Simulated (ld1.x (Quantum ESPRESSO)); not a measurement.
## Pseudopotential generation for Tm: PAW, PW91, scalar-relativistic.

The input file (ld1.x (Quantum ESPRESSO) 7.5):

```
&input
   title='Tm', zed=69., rel=1, dft='PW91', iswitch=3,
   config='[Xe] 4f12 5d1 6s0 6p0',
   nld=3, rlderiv=3.60, eminld=-3.0, emaxld=5.0, deld=0.02
 /
 &inputp
   pseudotype=3, lpaw=.true., tm=.true., lloc=-1, rcloc=1.80,
   nlcc=.true., new_core_ps=.true., rcore=1.85,
   which_augfun='BG', rmatch_augfun=1.75,
   file_pseudopw='Tm.UPF', file_wfcaegen='ae.wfc', file_wfcncgen='nc.wfc', file_beta='beta', file_chi='chi', file_wfcusgen='us.wfc'
 /
6
6S  1  0   0.00   0.00  2.10  2.40  0.0
6S  1  0   0.00   1.90  2.10  2.40  0.0
6P  2  1   0.00   0.00  2.65  3.30  0.0
6P  2  1   0.00   3.55  2.65  3.30  0.0
5D  3  2   1.00   0.00  2.50  2.85  0.0
5D  3  2   0.00  -0.80  2.50  2.85  0.0
 &test
   configts(1)='5d1 6s0 6p0'
 /
```

Command:

```bash
ld1.x < Tm.in > Tm.out
```

Output (shortened: banner, matrices, multipoles, cross overlaps and the repeated all-electron block are left out):

```
Program LD1 v.7.5
     --------------------------- All-electron run ----------------------------

     Tm
     scalar relativistic calculation

     atomic number is 69.00
     dft =PW91   lsd =0 sic =0 latt =0  beta=0.20 tr2=1.0E-14
     Exchange-correlation= PW91
                           (   1   4   2   2   0   0   0)
     mesh =1269 r(mesh) = 101.07810 a.u. xmin = -7.00 dx = 0.01250
     1 Ry =  13.60569312 eV, c = 137.03599908

     n l     nl                  e(Ry)          e(Ha)          e(eV)
     1 0     1S 1( 2.00)     -4359.8354     -2179.9177    -59318.5821
     2 0     2S 1( 2.00)      -736.9070      -368.4535    -10026.1300
     2 1     2P 1( 6.00)      -650.7971      -325.3986     -8854.5457
     3 0     3S 1( 2.00)      -166.9031       -83.4515     -2270.8322
     3 1     3P 1( 6.00)      -140.8337       -70.4168     -1916.1400
     4 0     4S 1( 2.00)       -34.1812       -17.0906      -465.0594
     4 1     4P 1( 6.00)       -25.6069       -12.8035      -348.4000
     3 2     3D 1(10.00)      -108.6566       -54.3283     -1478.3489
     5 0     5S 1( 2.00)        -5.3080        -2.6540       -72.2190
     5 1     5P 1( 6.00)        -3.2991        -1.6495       -44.8863
     4 2     4D 1(10.00)       -14.2228        -7.1114      -193.5113
     4 3     4F 1(12.00)        -1.7712        -0.8856       -24.0987
     5 2     5D 1( 1.00)        -1.1158        -0.5579       -15.1816
     6 0     6S 1( 0.00)        -1.1840        -0.5920       -16.1094
     6 1     6P 1( 0.00)        -0.8331        -0.4166       -11.3354

     final scf error:  3.1E-16 reached in  30 iterations

     Etot =  -27136.038137 Ry,  -13568.019069 Ha, -369204.607471 eV

     Ekin =   29499.416062 Ry,   14749.708031 Ha,  401360.002247 eV
     Encl =  -66594.333087 Ry,  -33297.166543 Ha, -906062.059709 eV
     Eh   =   10530.687880 Ry,    5265.343940 Ha,  143277.307668 eV
     Exc  =    -571.808993 Ry,    -285.904496 Ha,   -7779.857677 eV

     normalization and overlap integrals

     s(1S/1S) =  1.000000  <r> =   0.0200  <r2> =    0.0005  r(max) =   0.0126
     s(2S/2S) =  1.000000  <r> =   0.0849  <r2> =    0.0085  r(max) =   0.0718
     s(2P/2P) =  1.000000  <r> =   0.0754  <r2> =    0.0069  r(max) =   0.0588
     s(3S/3S) =  1.000000  <r> =   0.2210  <r2> =    0.0558  r(max) =   0.2026
     s(3P/3P) =  1.000000  <r> =   0.2203  <r2> =    0.0563  r(max) =   0.2001
     s(4S/4S) =  1.000000  <r> =   0.4974  <r2> =    0.2793  r(max) =   0.4623
     s(4P/4P) =  1.000000  <r> =   0.5277  <r2> =    0.3169  r(max) =   0.4860
     s(3D/3D) =  1.000000  <r> =   0.1999  <r2> =    0.0469  r(max) =   0.1638
     s(5S/5S) =  1.000000  <r> =   1.2125  <r2> =    1.6547  r(max) =   1.0815
     s(5P/5P) =  1.000000  <r> =   1.4301  <r2> =    2.3234  r(max) =   1.2410
     s(4D/4D) =  1.000000  <r> =   0.5699  <r2> =    0.3771  r(max) =   0.4983
     s(4F/4F) =  1.000000  <r> =   0.7548  <r2> =    0.7516  r(max) =   0.4921
     s(5D/5D) =  1.000000  <r> =   2.2924  <r2> =    6.2050  r(max) =   1.7832
     s(6S/6S) =  1.000000  <r> =   3.2180  <r2> =   11.5952  r(max) =   2.8674
     s(6P/6P) =  1.000000  <r> =   3.9975  <r2> =   17.8234  r(max) =   3.5909

     ------------------------ End of All-electron run ------------------------

     --------------------- Generating PAW atomic setup --------------------

      Generating local potential from pseudized AE potential:
      Matching radius rcloc =   1.8000

      Local pseudo, rcloc= 1.806 Estimated cut-off energy=     7.29 Ry

      Computing core charge for nlcc:

       r > 1.85 : true rho core
      Core charge pseudized with two Bessel functions
      Integrated core pseudo-charge :  14.88
      Wfc-us  6S rcutus= 2.377  Estimated cut-off energy=    21.05 Ry
      Wfc-us  6S rcutus= 2.377  Estimated cut-off energy=    11.21 Ry
      Wfc-us  6P rcutus= 3.290  Estimated cut-off energy=     6.73 Ry
      Wfc-us  6P rcutus= 3.290  Estimated cut-off energy=     6.44 Ry
      Wfc-us  5D rcutus= 2.832  Estimated cut-off energy=    14.51 Ry
      Wfc-us  5D rcutus= 2.832  Estimated cut-off energy=    16.48 Ry

     Required augmentation: BG   radius:    1.750000
     Message from routine us2paw:
     WARNING: using Bloechl style augmentation functions is not a good idea, as analytical overlap are not implemented in pwscf: use BESSEL or GAUSS instead.
     Message from routine us2paw:
     WARNING: using Bloechl style augmentation functions is not a good idea, as analytical overlap are not implemented in pwscf: use BESSEL or GAUSS instead.
     Message from routine us2paw:
     WARNING: using Bloechl style augmentation functions is not a good idea, as analytical overlap are not implemented in pwscf: use BESSEL or GAUSS instead.
     Message from routine us2paw:
     WARNING: using Bloechl style augmentation functions is not a good idea, as analytical overlap are not implemented in pwscf: use BESSEL or GAUSS instead.
     [... 1 repeated lines left out ...]
     WARNING: using Bloechl style augmentation functions is not a good idea, as analytical overlap are not implemented in pwscf: use BESSEL or GAUSS instead.
     [... 1 repeated lines left out ...]
     WARNING: using Bloechl style augmentation functions is not a good idea, as analytical overlap are not implemented in pwscf: use BESSEL or GAUSS instead.
     [... 1 repeated lines left out ...]
     WARNING: using Bloechl style augmentation functions is not a good idea, as analytical overlap are not implemented in pwscf: use BESSEL or GAUSS instead.
     [... 1 repeated lines left out ...]
     WARNING: using Bloechl style augmentation functions is not a good idea, as analytical overlap are not implemented in pwscf: use BESSEL or GAUSS instead.
     [... 1 repeated lines left out ...]
     WARNING: using Bloechl style augmentation functions is not a good idea, as analytical overlap are not implemented in pwscf: use BESSEL or GAUSS instead.
     [... 1 repeated lines left out ...]
     WARNING: using Bloechl style augmentation functions is not a good idea, as analytical overlap are not implemented in pwscf: use BESSEL or GAUSS instead.
     [... 1 repeated lines left out ...]
     WARNING: using Bloechl style augmentation functions is not a good idea, as analytical overlap are not implemented in pwscf: use BESSEL or GAUSS instead.
     [... 1 repeated lines left out ...]
     WARNING: using Bloechl style augmentation functions is not a good idea, as analytical overlap are not implemented in pwscf: use BESSEL or GAUSS instead.
     [... 1 repeated lines left out ...]
     WARNING: using Bloechl style augmentation functions is not a good idea, as analytical overlap are not implemented in pwscf: use BESSEL or GAUSS instead.
     [... 1 repeated lines left out ...]
     WARNING: using Bloechl style augmentation functions is not a good idea, as analytical overlap are not implemented in pwscf: use BESSEL or GAUSS instead.
     [... 1 repeated lines left out ...]
     WARNING: using Bloechl style augmentation functions is not a good idea, as analytical overlap are not implemented in pwscf: use BESSEL or GAUSS instead.
     [... 1 repeated lines left out ...]
     WARNING: using Bloechl style augmentation functions is not a good idea, as analytical overlap are not implemented in pwscf: use BESSEL or GAUSS instead.
     [... 1 repeated lines left out ...]
     WARNING: using Bloechl style augmentation functions is not a good idea, as analytical overlap are not implemented in pwscf: use BESSEL or GAUSS instead.
     [... 1 repeated lines left out ...]
     WARNING: using Bloechl style augmentation functions is not a good idea, as analytical overlap are not implemented in pwscf: use BESSEL or GAUSS instead.
     [... 1 repeated lines left out ...]
     WARNING: using Bloechl style augmentation functions is not a good idea, as analytical overlap are not implemented in pwscf: use BESSEL or GAUSS instead.
     [... 1 repeated lines left out ...]
     WARNING: using Bloechl style augmentation functions is not a good idea, as analytical overlap are not implemented in pwscf: use BESSEL or GAUSS instead.
     [... 1 repeated lines left out ...]
     WARNING: using Bloechl style augmentation functions is not a good idea, as analytical overlap are not implemented in pwscf: use BESSEL or GAUSS instead.
     [... 1 repeated lines left out ...]
     WARNING: using Bloechl style augmentation functions is not a good idea, as analytical overlap are not implemented in pwscf: use BESSEL or GAUSS instead.
     [... 1 repeated lines left out ...]
     WARNING: using Bloechl style augmentation functions is not a good idea, as analytical overlap are not implemented in pwscf: use BESSEL or GAUSS instead.
     [... 1 repeated lines left out ...]
     WARNING: using Bloechl style augmentation functions is not a good idea, as analytical overlap are not implemented in pwscf: use BESSEL or GAUSS instead.
     [... 1 repeated lines left out ...]
     WARNING: using Bloechl style augmentation functions is not a good idea, as analytical overlap are not implemented in pwscf: use BESSEL or GAUSS instead.
     Gaussians generated with zeta:     9.877551

     Estimated PAW energy = -572.281926 Ryd

     ------------------- End of pseudopotential generation -------------------

     Computing logarithmic derivative in   3.61345

       Warning: n=1, l=0 expected 0 nodes, found 1
       Setting wfc to zero for this iteration
       (This warning will only be printed once per wavefunction)

       Zero norm: self consistency problem; state:  2 (l=  0, j=0.0)
     Computing logarithmic derivative in   3.61345
     Computing the partial wave expansion
     R is outside the sphere for l=    0 j= 0.00
     R is outside the sphere for l=    0 j= 0.00
     R is outside the sphere for l=    1 j= 0.00
     R is outside the sphere for l=    1 j= 0.00
     R is outside the sphere for l=    2 j= 0.00
     R is outside the sphere for l=    2 j= 0.00

     ---------------------- Testing the pseudopotential ----------------------

     Tm
     scalar relativistic calculation

     atomic number is 69.00   valence charge is  3.00
     dft = SLA  PW   GGX  GGC   lsd =0 sic =0 latt =0  beta=0.20 tr2=1.0E-14
     mesh =1269 r(mesh) = 101.07810 xmin = -7.00 dx = 0.01250

     n l     nl             e AE (Ry)        e PS (Ry)    De AE-PS (Ry)
     3 2     5D   1( 1.00)       -1.11582       -1.11582        0.00000
     1 0     6S   1( 0.00)       -1.18402       -1.18402        0.00000
     2 1     6P   1( 0.00)       -0.83314       -0.83314        0.00000

     eps = 4.5E-15  iter =  3

     Etot =  -27136.038137 Ry,  -13568.019069 Ha, -369204.607471 eV
     Etotps =  -572.281926 Ry,    -286.140963 Ha,   -7786.292267 eV

     Ekin =       6.700311 Ry,       3.350155 Ha,      91.162371 eV
     Encl =      -7.569224 Ry,      -3.784612 Ha,    -102.984539 eV
     Ehrt =       0.395979 Ry,       0.197989 Ha,       5.387566 eV
     Ecxc =    -571.808992 Ry,    -285.904496 Ha,   -7779.857665 eV
     (Ecc =     -21.488656 Ry,     -10.744328 Ha,    -292.368058 eV)

     ---------------------- End of pseudopotential test ----------------------
```

Note: ghost state, extra bound levels that the all-electron valence spectrum of the same l lacks: p at -258.8 eV (s not tested). A true bound ghost makes a file unfit for plane-wave use. Its overlap operator is not positive definite in a basis up to 400 Ry (lowest eigenvalue s -0.04), so the file is unfit for use: the generalised eigenproblem breaks down once the basis is large enough, and its test numbers describe a broken file.

Generation and configuration tests took about 1.1 s on one core of a shared server CPU.
